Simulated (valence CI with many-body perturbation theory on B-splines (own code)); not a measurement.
**Valence orbitals of Eu22+**

Level of theory: relativistic CI+MBPT: five valence electrons over a frozen Dirac-Fock core [Kr], radial functions for each j: 7 s, 7 p, 8 d, 6 f, 4 g, 1 h, with the one-electron correlation potential Σ1, the two-electron term Σ2, the three-electron term Σ3, Breit, model QED; selected CI, second order for the rest (own B-spline code, finite nucleus).

No measured spectrum was set against this ion. As an estimate, terms of the open shell hold to 2 to 4 % of their energy, and close levels can change places. Core correlation moves these levels by up to 11000 cm⁻¹, and in measured spectra 5 to 20 % of such shifts remained as error; rates that hang on mixing are uncertain with them. Only levels of the ground parity were solved; by the run's estimate the other parity begins above the list, which can be wrong where configurations are misplaced.

These are the spectroscopic orbitals of the CI (the correlating ones are not listed), shaped by the core and the other valence electrons. h is the expectation value of the core's Dirac-Fock operator, without the valence repulsion; Σ1 is computed up to l = 3 at one energy for each symmetry, that of its lowest orbital but kept below the first core excitation, so for empty shells it is not the orbital's own correlation shift; Breit and QED include the response of the core.

```
Orbital  h (hartree)  Σ1 (cm⁻¹)  Breit (cm⁻¹)  QED (cm⁻¹)  ⟨r⟩ (bohr)
  5s1/2      -22.168     -10120          1706        1352      0.9911
  6s1/2      -14.123      -3839           883         702       1.559
  7s1/2       -9.805      -1949           505         406       2.261
  5p1/2      -20.942      -9532          2605       -41.3       1.020
  6p1/2       -13.48      -3816          1389       -20.7       1.605
  7p1/2      -9.4257      -1988           811       -11.8       2.324
  5p3/2      -20.391      -8678          1550        92.0       1.050
  6p3/2      -13.198      -3566           837        50.3       1.641
  7p3/2      -9.2605      -1878           526        29.9       2.367
  4d3/2        -32.2     -20442          2835        -399      0.5681
  5d3/2      -18.401      -8278          1118        -122       1.088
  6d3/2      -12.144      -3771           589       -62.3       1.722
  4d5/2      -31.915     -19922          1454        -243      0.5744
  5d5/2      -18.285      -8192           624       -65.8       1.096
  6d5/2      -12.083      -3735           333       -33.2       1.731
  4f5/2      -26.574     -39464           136        -282      0.5683
  5f5/2      -16.127      -8264           158       -90.7       1.144
  4f7/2      -26.518     -36659          -547        -238      0.5707
  5f7/2      -16.102      -8113          -105       -73.2       1.147
  5g7/2      -14.672                    -75.7       -25.9       1.127
  5g9/2      -14.667                     -115       -20.8       1.127
```

Among the shells of the start configuration 4d5, Σ1 is largest in size for 4d3/2, where it is 0.29 % of h.

Lowest root of each symmetry, sizes in configuration state functions:

```
   J  Parity  Roots  Reference  Variational  Second order  Change by selected CI (cm⁻¹)  Change by second order (cm⁻¹)
 1/2    even      4         13        24221        350500                        -25824                            -29
 3/2    even      7         19        25952        876504                        -25082                            -84
 5/2    even     10         24        27279        884240                        -20489                           -101
 7/2    even      7         20        25224       1197616                        -23625                           -217
 9/2    even      5         14        25219        858654                        -23323                           -200
11/2    even      3          7        25485        774280                        -22622                            -84
13/2    even      1          3        20080        736002                        -22000                            -47
```
